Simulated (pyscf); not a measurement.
PySCF, gas phase, ωB97X-D3(BJ)/def2-SVP geometries. MP2 and CC: frozen core, UHF for open shells. ΔMP2 is the change of the MP2 total energy from the triple- to the quadruple-zeta basis.

Problem. What is the homolytic dissociation enthalpy (298 K, CCSD(T)/def2-TZVPP + ΔMP2(QZVPP)) of the Ge–P bond of `[SiH2]=[P][GeH3]`, to H₂Si=P• + GeH₃•?

Solution. Ge–P to H₂Si=P• + GeH₃•: 2.95 eV. The radicals are drawn with the spin at the cut bond; how far it spreads was not checked. Other isomers of H₂Si=P• were not searched in full and may lie lower. The CCSD(T) − MP2 part came from Ansatz, without density fitting, on the same reference. An open-shell T1 diagnostic exceeds 0.045. A UHF reference is spin-contaminated (<S²> up to 1.09), which harms MP2 most. The frozen core leaves the outer d or s,p core shells of the metals and heavy elements correlated in the MP2 and CC values, and def2-TZVPP describes them poorly, which can shift differences by a few kcal/mol. Elements up to Kr have no core potential and no relativistic terms here.
